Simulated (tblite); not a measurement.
Compound: C7H9NSi.
Structure used (GFN2-xTB), in Å, numbered top down from 1:
```
atom  x, y, z in Å
C1     2.3540   -1.2451   -0.4399
C2     1.9154   -0.0858    0.0001
Si3    1.8101    1.7687    0.0032
C4     0.7241    0.3857    0.7948
N5    -0.5749    0.0213    0.3540
C6    -0.9450   -0.1893   -0.9355
C7    -2.2866   -0.4644   -0.9678
C8    -2.7498   -0.4088    0.3593
C9    -1.6711   -0.1029    1.1462
H10    1.8638   -2.1750   -0.1849
H11    3.2297   -1.3248   -1.0650
H12    2.6524    2.5262    0.9096
H13    1.3090    2.4260   -1.1885
H14    0.8141    0.2461    1.8699
H15   -0.2267   -0.1423   -1.7306
H16   -2.8683   -0.6823   -1.8422
H17   -3.7538   -0.5773    0.6963
H18   -1.6052    0.0302    2.2091
```

Calculated harmonic vibrations of the isolated species, GFN2-xTB (tblite), most abundant isotopes, no scaling. Errors from tens to a few hundred cm⁻¹ against measured bands are possible. Modes of hydrogen on silicon can be 10 to 20 % off. One conformer, not necessarily the lowest.

Harmonic wavenumbers (cm⁻¹): 40.2, 80.0, 131.3, 196.2, 243.5, 301.5, 393.1, 425.3, 503.1, 533.7, 569.1, 581.0, 593.5, 653.9, 706.2, 740.9, 753.3, 764.5, 769.4, 810.3, 832.1, 840.3, 903.3, 915.7, 972.9, 1000.4, 1073.9, 1083.6, 1098.4, 1110.2, 1189.7, 1247.5, 1334.7, 1412.2, 1416.9, 1422.4, 1489.4, 1543.7, 1754.3, 2366.2, 2374.6, 2983.2, 3044.2, 3082.4, 3146.2, 3151.1, 3160.0, 3169.5.

A = 2889, B = 931.0, C = 850.0 MHz; mass 135.050 u (most abundant isotopes); point group C1, symmetry number 1.

Problem. What is the zero-point energy?

Solution. Half the sum of the wavenumbers: 29454 cm⁻¹ = 84.21 kcal/mol.

Problem. Entropy at 200 K, 1 bar (ideal gas, RRHO, classical rotation)?

Solution. Translation 38.66, rotation 28.14, vibration 15.54: S = 82.3 cal/(mol K).

Problem. And Cp and H(200 K) − H(0)?

Solution. Cp = 26.36 cal/(mol K), of which vibrations give 18.42 (their classical limit is 48 R = 95.4); H(200 K) − H(0) = 3.29 kcal/mol without the zero-point energy, 1.70 from vibrations.

Problem. Which modes carry the vibrational entropy at 200 K?

Solution. 40.2 cm⁻¹: 4.46; 80.0 cm⁻¹: 3.11; 131.3 cm⁻¹: 2.17; 196.2 cm⁻¹: 1.46; 243.5 cm⁻¹: 1.11; 301.5 cm⁻¹: 0.80 cal/(mol K); the other 42 give 2.43 together.

Problem. How do the functions run with temperature in this model?

Solution. 
```
 T (K)  S (cal/(mol K))  Cp (cal/(mol K))  H − H(0) (kcal/mol)  G − H(0) (kcal/mol)  ln q(vib)
   150             75.6              20.8                 2.11                -9.23       2.49
   250             88.9              32.3                 4.76               -17.46       4.64
298.15             95.0              38.0                 6.45               -21.89       5.73
   400            107.8              48.7                10.88               -32.22       8.15
   600            130.6              63.7                22.24               -56.10      13.05
   900            159.2              77.1                43.56               -99.73      20.13
```

q(vib) and H(0) count from the zero-point level.

Hindered rotation and anharmonicity are outside this model. Other conformers, if any are populated, would add a mixing term that is left out. The structure is chiral; the term R ln 2 for an equal mix with its mirror image is left out.
